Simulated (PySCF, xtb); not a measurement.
C3H13NSi2, SMILES C[SiH2]N[C@H](C)[SiH3].

GFN2-xTB run with xtb at its own geometry gives an orbital gap of 4.92 eV and a dipole moment of 1.17 D.

Geometry: B3LYP-D3(BJ)/def2-SVP. The structure was generated by enumeration; whether it is a known compound was not checked. One conformer was computed; it need not be the lowest.

Task: What does B3LYP/def2-TZVP (PySCF) give? (An estimate is asked for; the answer gives what the named calculation found.)

Result: gap 6.69 eV (levels -6.51 and 0.18 eV), dipole 1.63 D.
